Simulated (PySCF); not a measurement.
Start geometry of `N#C[SiH2]C=O` from GFN2-xTB (Å):
```
atom  x, y, z in Å
N1     2.276    1.541   -0.614
C2     1.540    0.708   -0.336
Si3    0.339   -0.648    0.118
C4    -1.376    0.226    0.110
O5    -2.184    0.101    0.993
H6     0.366   -1.624   -0.971
H7     0.669   -1.158    1.442
H8    -1.622    0.862   -0.768
```

Task: What comes out of this run: PBE0-D3(BJ)/def2-SVP geometry optimisation, gas phase (PySCF 2.14.0)?

Result: 
```
atom  x, y, z in Å
N1     2.4050    0.6116   -1.3223
C2     1.5540    0.0987   -0.7242
Si3    0.1413   -0.6396    0.2282
C4    -1.3053    0.6449    0.2592
O5    -2.3162    0.3661    0.8488
H6    -0.3021   -1.8806   -0.4597
H7     0.5982   -0.9179    1.6146
H8    -1.1934    1.6307   -0.2678
```

The energy falls by 6.2 kJ/mol over 20 energy and gradient evaluations, the largest force component goes from 0.0311 to 2.3e-04 Eh/bohr, and the atoms move by 0.384 Å rms after alignment. The bond that changes most is Si3–H7 (SiH2 silicon to Si–H hydrogen), which lengthens by 0.029 Å. Bonds longer at the end by more than 0.005 Å: 5 of 7; shorter: 1. Among the angles that change most is H6–Si3–H7, from 116.0° to 111.5°. Among the dihedrals that turn most is H6–Si3–C4–H8, from -66° to -117°. Rotational constants go from 10281, 2074, 1814 to 13040, 1936, 1721 MHz. The orientation of the end geometry is arbitrary; only internal coordinates are fixed.

The run used 89 basis functions and 155 SCF cycles in all. Time: 50 s wall. Hardware: Arm Neoverse V1, one thread, on a shared host.

Stationary, but not proved a minimum. The numbers are those of one conformer.
